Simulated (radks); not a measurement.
Spin polarisation of the 4f13 shell in Tm2+. Start: [Xe] 4f(up 6.5, down 6.5); electrons of 4f are moved from spin down to spin up, other shells keep equal spins. Calculated with a radial shooting solver on a logarithmic mesh with Libxc functionals: scalar-relativistic Kohn-Sham, PBEsol, spin-polarised, spherical densities, finite nucleus; Fermi nuclear charge, rms radius of each element as measured or else 0.836 A^(1/3) + 0.57 fm.

moment (Bohr magnetons)  E - E(0) (eV)  e(4f up) (eV)  e(4f down) (eV)  5p down minus up (eV)  5s down minus up (eV)
0                                0.000        -17.584          -17.584                  0.000                  0.000
0.25                            -0.012        -17.678          -17.488                  0.074                  0.104
0.5                             -0.047        -17.771          -17.391                  0.148                  0.209
0.75                            -0.107        -17.862          -17.293                  0.222                  0.313
1                               -0.190        -17.951          -17.193                  0.296                  0.417

At moment 1 the spin-polarisation energy is -0.190 eV and the 4f exchange splitting 0.759 eV, that is 0.759 eV per Bohr magneton; E = -I m^2/4 would give I = 0.759 eV.
